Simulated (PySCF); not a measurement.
CF$_{4}$ (SMILES FC(F)(F)F), singlet, geometry from GFN2-xTB.

The PySCF input:
```python
from pyscf import gto, scf, dft

mol = gto.M(
    atom='''
C     0.000000    0.000000   -0.000000
F     0.761567    0.766691    0.747684
F    -0.749402   -0.756914    0.769615
F    -0.767915    0.750644   -0.757410
F     0.755750   -0.760420   -0.759889
''',
    basis='cc-pvdz',
    charge=0,
    spin=0,
    verbose=4,
)

mf = dft.RKS(mol)
mf.xc = 'tpss'
mf.kernel()
```

Q: Give the HOMO-LUMO gap at the level TPSS/cc-pVDZ in PySCF.

A: 14.19 eV

Q: Predict the nuclear repulsion energy from TPSS/cc-pVDZ.

A: 206.8295 Eh

Q: What HOMO energy does TPSS/cc-pVDZ give?

A: -9.95 eV

Q: What total energy does TPSS/cc-pVDZ give?

A: -437.5436 Eh

Q: What number of basis functions does TPSS/cc-pVDZ give?

A: 70
